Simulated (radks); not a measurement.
Values are calculated unless marked as measured or tabulated.
Task: The molybdenum ion Mo+, [Kr] 4d5. Code: a radial shooting solver on a logarithmic mesh with Libxc functionals. Model: non-relativistic Kohn-Sham, exchange-only LDA, spin-polarised, spherical densities, point nucleus. Every spin shell is full or empty, so the densities are truly spherical. Functionals are evaluated on that one density, not self-consistently. Rank these exchange functionals by their error against the exact value of the orbitals, and give that value: LDA, PBEsol, PW86, OPTX, SOGGA, EV93, APBE, MS2, Tao-Mo.

Result: Exact: -119.537 hartree. From best to worst, with 100 (|E| - |E exact|)/|E exact| (equal figures are ties): PW86 -0.07, EV93 -0.15, APBE +0.38, MS2 -0.50, Tao-Mo -0.73, OPTX +1.06, PBEsol -2.39, SOGGA -2.40, LDA -5.19.
